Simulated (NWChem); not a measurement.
C2H5O, doublet; SMILES C[CH]O

```xyz
8

C     -0.2169    -1.2206    -0.0074
C      0.4929     0.0798    -0.1426
O     -0.2802     1.1777     0.1651
H      0.4050    -2.0347    -0.3947
H     -0.4710    -1.4622     1.0401
H     -1.1593    -1.2092    -0.5697
H      1.5566     0.1535     0.0908
H      0.2652     1.9749     0.0900
```
Atoms are numbered in this order, from 1.

Level: B3LYP/6-31G* (spherical d), spin-unrestricted (NWChem), optimised geometry, unscaled harmonic frequencies. B3LYP is NWChem's, with the RPA form of VWN correlation.

List the harmonic frequencies with IR intensities, and the thermochemistry.


```
frequency (cm⁻¹)  IR intensity (km/mol)
----------------  ---------------------
180                                 3.1
369                               135.5
411                                13.5
612                                17.3
938                                 8.0
1040                               11.6
1071                               27.0
1223                               32.3
1298                              135.5
1419                                1.4
1471                               17.1
1497                                8.5
1523                                1.0
2970                               46.8
3066                               22.6
3115                                8.0
3130                               67.2
3759                               33.0
```

```
Item                                                                                                  Value
-----------------------------------------------------------------------------------------  ----------------
zero-point energy                                                                             41.6 kcal/mol
thermal correction to the enthalpy at 298.15 K (with zero-point energy)                       44.9 kcal/mol
heat capacity Cv                                                                           13.6 cal/(mol K)
entropy at 298.15 K and 1 atm (symmetry number 1, electronic part: spin degeneracy alone)  65.9 cal/(mol K)
dipole moment                                                                                        1.37 D
```

Rigid rotor and harmonic oscillator.
